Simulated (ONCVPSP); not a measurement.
**Rh (Z = 45): one change to an ONCV potential, before and after**

```
Element                 : rhodium
Generator               : ONCVPSP 4.0.1
Type                    : optimised norm-conserving Vanderbilt (ONCV)
Functional              : PBEsol
Relativity              : scalar-relativistic
Frozen core             : [Ar] 3d10
Valence charge          : 17
Reference configuration : 4s2 4p6 4d8 (charge +1)
Partial waves           : 4s: rc 0.95 bohr, ncon 4, nbas 7, qcut 6.4 1/bohr, 2 projectors, debl 1.2 Ha; 4p: rc 1.35 bohr, ncon 3, nbas 7, qcut 8 1/bohr, 2 projectors, debl 1.4 Ha; 4d: rc 2.20 bohr, ncon 4, nbas 9, qcut 8 1/bohr, 2 projectors, debl 2.2 Ha; f scattering state at 0.23 Ha: rc 1.85 bohr, ncon 4, nbas 7, qcut 6.7 1/bohr, 2 projectors, debl 3.1 Ha
Local potential         : polynomial inside 0.95 bohr (lpopt 5, dvloc0 4 Ha)
Core correction         : Teter function, fcfact 2.75, rcfact 1.75
```

In the s channel the program set the typed energies aside and used -3.311, 0.250 Ha. In the p channel the program set the typed energies aside and used -2.135, 0.250 Ha.

All-electron outer shells of the reference configuration (PBEsol, scalar-relativistic, ld1.x):

```tsv
shell	level (eV)	outermost node (bohr)	outermost maximum (bohr)
4s	-90.11	0.47	0.88
4p	-58.09	0.47	0.94
4d	-13.59	0.46	1.15
```

Change: d: rc 3.16.

Cutoffs: the cutoffs (Ha) at which the residual kinetic energy of the hardest occupied pseudo-wave falls to 1 and 0.1 mHa per electron; they do not see the model core or the augmentation charge, which bear on the density cutoff. Errors are all-electron minus pseudo energies relative to the spin-unpolarised reference configuration.

**Question.** Predict the effect on cutoff, ghosts and configuration errors.

**Answer.** The potential gets neither clearly harder nor softer (114 Ha and 136 Ha → 114 Ha and 136 Ha); the s channel sets the loose cutoff, while the largest relative change is in d, which becomes softer; of the 4 tests that both files solve, the error grows in 3 and shrinks in 0 by more than 15 % and 0.3 meV (median size 3.9 → 23.2 meV); neither file shows a bound ghost. More of the atom is replaced by a form fitted at one configuration, so other configurations suffer.

```tsv
quantity	base	changed
cutoff, loose	114 Ha	114 Ha
cutoff, tight	136 Ha	136 Ha
loose cutoff by channel	s 114 Ha, p 21 Ha, d 20 Ha	s 114 Ha, p 21 Ha, d 16 Ha
bound ghosts	none	none
GHOST(+) flags under 300 eV	s at 226.6 eV	s at 226.6 eV
error for 4s2 4p6 4d8 5s1, meV [ΔE -7.46 eV]	+2.3	+4.0
error for 4s2 4p6 4d7, meV [ΔE 19.51 eV]	+5.5	+42
error for 4s2 4p6 4d6, meV [ΔE 52.00 eV]	+43	+270
error for 4s2 4p6 4d8.5 5s0.5, meV [ΔE -8.09 eV]	+0.6	-0.4
s: phases at 0.96 bohr within 0.05 rad from the reference energy up to (Ha; the scan ends near 5)	to the end of the scan	to the end of the scan
p: phases at 1.37 bohr within 0.05 rad from the reference energy up to (Ha; the scan ends near 5)	4.7	4.7
f: phases at 1.87 bohr within 0.05 rad from the reference energy up to (Ha; the scan ends near 5)	to the end of the scan	to the end of the scan
rms error of d²Exc/dni dnj with the model core, mHa	2.50	2.68
```
